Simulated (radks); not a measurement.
Spherical quantum dot in the effective-mass picture: electrons in a well V = -V0 / (1 + exp((r - R)/a)) with V0 = 42, R = 1.58, a = 0.18, all in effective atomic units (hartree* = m*/eps^2 hartree, bohr* = eps/m* bohr), one dielectric constant everywhere. Calculated with a radial shooting solver with Libxc functionals: non-relativistic Kohn-Sham, PBEsol, spin-polarised, spherical densities. Levels are named by radial order and angular momentum (1s, 1p, 1d, 2s, ...), and open shells are averaged over m.

N = 4, configuration 1s2 1p(up 2, down 0). This is the lowest configuration that the search found. Occupied and some empty levels:

level    occupation  eigenvalue (hartree*)  <r> (bohr*)
1s up             1                -35.395       0.7348
1s down           1                -35.175       0.7296
1p up             2                -32.999       0.8747
1p down           0                -32.744       0.8742
1d up             0                -30.008       0.9732
1d down           0                -29.750       0.9747
2s up             0                -28.634       0.8036
2s down           0                -28.483       0.8068
1f up             0                -26.538        1.052
1f down           0                -26.291        1.054

Energy (hartree*): total -144.597, kinetic 11.844, external -162.45, Hartree 8.9111, exchange-correlation -2.9012.
